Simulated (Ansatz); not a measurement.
Cost and result for the atomization energy of BH$_{6}$NO$_{2}$Si (11 atoms, 11 bonds).

| atom | x (Å) | y (Å) | z (Å) |
| --- | --- | --- | --- |
| B1 | -0.462 | 1.335 | -0.380 |
| Si2 | -0.050 | -0.544 | -0.493 |
| N3 | 0.444 | 0.636 | 0.844 |
| O4 | 1.302 | -1.207 | -1.129 |
| O5 | -0.909 | -1.780 | 0.178 |
| H6 | 0.168 | 2.133 | -1.011 |
| H7 | -1.557 | 1.635 | 0.010 |
| H8 | 1.402 | 0.954 | 0.902 |
| H9 | 0.019 | 0.617 | 1.761 |
| H10 | 1.504 | -2.106 | -0.857 |
| H11 | -1.861 | -1.673 | 0.176 |

The species carries charge 0 and has multiplicity 1. The bonds changed during the relaxation, so this is another structure than the one it started from. All single points use the PBE0-D4/def2-TZVP geometry. It is one conformer, not always the lowest. Program: Ansatz. All runs use 4 threads of an Intel Xeon Platinum 8488C on a shared host. Times are those of one run each, without the atoms' runs, and a repeat can differ threefold. Electronic energies, without spin–orbit coupling; frozen cores. CCSD(T)/CBS adds CCSD(T) − MP2 in def2-TZVPP to the MP2 limit, and its time is that of the two runs behind it. T1 = 0.012. B3LYP takes the VWN-RPA correlation (the form of Gaussian; ORCA's B3LYP/G).

CCSD(T)/CBS is a level of theory with its own doubt, some kJ/mol a heavy atom from the limit and from the frozen cores, so smaller differences don't rank the functionals.

```csv
level,functions,wall time
PBE-D4/def2-TZVPP (with forces),250,1.8 s
PBE0-D4/def2-TZVPP,250,1.9 s
r2SCAN-D4/def2-TZVPP (with forces),250,2.8 s
B3LYP-D4/def2-TZVPP (with forces),250,3.1 s
B2PLYP/def2-TZVPP,250,3.6 s
ωB97X-V/def2-TZVPP,250,4.6 s
ωB97M-V/def2-TZVPP (with forces),250,7 s
MP2/def2-QZVPP,478,16 s
CCSD(T)/def2-TZVPP,250,78 s
CCSD(T)/CBS(def2),–,94 s
```

(1) What atomization energy does each give, and how far from CCSD(T)/CBS? (An estimate is asked.)

Results:

(1) Ansatz gave: 
```tsv
level	atomization (kJ/mol)	difference from CCSD(T)/CBS	per bond
PBE-D4/def2-TZVPP (with forces)	4141.3	67.5	6.1
PBE0-D4/def2-TZVPP	4048.9	-24.9	-2.3
r2SCAN-D4/def2-TZVPP (with forces)	4078.4	4.6	0.4
B3LYP-D4/def2-TZVPP (with forces)	4065.8	-8.0	-0.7
B2PLYP/def2-TZVPP	4024.4	-49.4	-4.5
ωB97X-V/def2-TZVPP	4082.3	8.5	0.8
ωB97M-V/def2-TZVPP (with forces)	4092.7	18.9	1.7
MP2/def2-QZVPP	4113.0	39.2	3.6
CCSD(T)/def2-TZVPP	3949.1	-124.7	-11.3
CCSD(T)/CBS(def2)	4073.8	0.0	0.0
```

In def2-TZVPP, CCSD(T) changes the Hartree–Fock value by +1103.0 kJ/mol (the triples alone add +64.5 kJ/mol) and MP2 by +1192.3 kJ/mol; breaking electron pairs costs correlation energy, which Hartree–Fock lacks. From PBE to PBE0 (25 % exact exchange), in def2-TZVPP and without D4, the atomization energy moves by −88.9 kJ/mol: exact exchange takes away binding that semilocal exchange gives to molecules. The D4 term adds +35.2 kJ/mol with B3LYP and +18.3 kJ/mol with PBE0; it sums over pairs of atoms, weighted by their polarisabilities, and B3LYP, whose exchange is more repulsive, gets the larger term.
